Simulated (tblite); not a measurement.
C₅H₉N₃Si.
Z-matrix (Å and degrees, GFN2-xTB geometry), rows numbered from 1:
```
Si
N   1  1.7584
N   2  1.3500  1  118.45
N   3  1.2695  2  109.41  1   179.52
C   4  1.3484  3  109.42  2    -0.02
C   2  1.3611  1  132.95  3   179.39
C   6  1.4608  2  123.43  1     0.56
C   7  1.5072  6  119.41  2  -144.96
C   8  1.4923  7   60.32  6  -108.71
H   1  1.4644  2  106.74  3   121.93
H   1  1.4644  2  106.68  3  -120.06
H   1  1.4507  2  103.40  3     1.03
H   5  1.0703  4  121.42  3   179.97
H   7  1.0835  6  113.72  2     0.32
H   8  1.0792  7  117.56  9   108.51
H   8  1.0791  7  117.83  9  -108.91
H   9  1.0792  7  117.89  8   108.95
H   9  1.0791  7  117.59  8  -108.46
```

Calculated harmonic vibrations of the isolated species, GFN2-xTB (tblite), most abundant isotopes, no scaling. The method is semi-empirical: single wavenumbers can be off by several per cent or more. Modes of hydrogen on silicon can be 10 to 20 % off. One conformer, not necessarily the lowest.

Harmonic wavenumbers (cm⁻¹): 42.0, 107.4, 127.0, 132.6, 172.7, 202.9, 385.8, 399.8, 491.4, 578.8, 584.6, 663.4, 670.7, 686.1, 745.2, 768.3, 794.0, 804.6, 815.1, 863.2, 948.0, 953.4, 989.5, 1040.0, 1070.0, 1071.5, 1089.3, 1097.5, 1109.2, 1141.0, 1153.9, 1246.0, 1272.1, 1350.1, 1361.9, 1429.8, 1432.5, 1481.9, 1547.8, 2258.6, 2267.3, 2389.4, 3042.1, 3092.7, 3093.3, 3099.0, 3116.6, 3183.3.

A = 2113, B = 1158, C = 801.8 MHz; mass 139.057 u (most abundant isotopes); point group Cs, symmetry number 1.

Question: What is the zero-point energy?

Answer: ½Σν̃ = 29182 cm⁻¹ = 83.43 kcal/mol.

Question: What is S at 298.15 K and 1 bar for an ideal gas of classical rigid rotors and harmonic oscillators?

Answer: Translation 40.73, rotation 29.48, vibration 25.80: S = 96.0 cal/(mol K).

Question: And Cp and H(298.15 K) − H(0)?

Answer: Cp = 36.85 cal/(mol K), of which vibrations give 28.90 (their classical limit is 48 R = 95.4); H(298.15 K) − H(0) = 6.48 kcal/mol without the zero-point energy, 4.11 from vibrations.

Question: Blend soft modes into free rotors: weight 1/[1 + (100 cm⁻¹/ν̃)⁴] for the oscillator and the rest for a rotor with moment μB/(μ + B), μ = h/(8π²ν), B = 10⁻⁴⁴ kg m². What vibrational entropy results?

Answer: 23.98 cal/(mol K) in place of 25.80, which changes −T·S at 298.15 K by +0.54 kcal/mol.

Question: What must be added to the electronic energy to get the Gibbs energy at 298.15 K and 1 bar?

Answer: ZPE + [H(298.15 K) − H(0)] − T·S = 83.43 + 6.48 − 28.62 = 61.29 kcal/mol.

Hindered rotation and anharmonicity are outside this model. Other conformers, if any are populated, would add a mixing term that is left out.
